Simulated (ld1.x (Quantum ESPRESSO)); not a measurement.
# Which change was made? (Si, ultrasoft)

Si, ultrasoft, made with ld1.x (Quantum ESPRESSO) 7.5 (LDA (PZ), fully relativistic). Core [Ne], reference 3s2 3p2. Waves: 3s (bound): rcut 1.80, rcutus 2.00 bohr; 3s channel at 0.1 Ry: rcut 1.80, rcutus 2.00 bohr; 3p (bound): rcut 2.00, rcutus 2.50 bohr; 3p channel at 2.55 Ry: rcut 2.00, rcutus 2.50 bohr. Local part: all-electron potential smoothed inside 1.55 bohr (lloc = -1). Core correction: none. Augmentation charge: PSQ, inside the norm-conserving radii.

Open shells are filled in proportion to 2j + 1 (rel_dist='average').

Cutoffs, loose and tight: the cutoffs (Ry, on a coarse ladder) from which the occupation-weighted sum of valence levels, in a spherical-Bessel basis at the reference potential, stays within 10 and 1 mRy of its value at 400 Ry. They do not see the model core or the augmentation charge, which bear on the density cutoff. Test errors are all-electron minus pseudo excitation energies from the reference, over the configurations 3s2 3p1; 3s2 3p0; 3s1 3p0; 3s1 3p2; 3s2 3p2.3; 3s2 3p1.5; 3s0 3p4; variants that change the core or the reference have their own tests.

The base gives: outcome: generated, overlap not positive; bound ghosts: not determined (overlap not positive); largest test error (meV): +201.

Problem. After one change the result is: outcome: generated, overlap not positive; bound ghosts: not determined (overlap not positive); largest test error (meV): +77. Which change was it?
A. core correction a·sin(br)/r model core inside 1.44 bohr
B. core correction a·sin(br)/r model core inside 1.54 bohr
C. core correction a·sin(br)/r model core inside 1.74 bohr
D. core correction a·sin(br)/r model core inside 0.98 bohr

Solution. B. The others give: core correction a·sin(br)/r model core inside 1.44 bohr → outcome: generated, overlap not positive; bound ghosts: not determined (overlap not positive); largest test error (meV): +56 | core correction a·sin(br)/r model core inside 0.98 bohr → outcome: generated, overlap not positive; bound ghosts: not determined (overlap not positive); largest test error (meV): +12 | core correction a·sin(br)/r model core inside 1.74 bohr → outcome: generated, overlap not positive; bound ghosts: not determined (overlap not positive); largest test error (meV): +127. A file whose overlap is not positive is unfit for use, and its test errors describe a broken file.
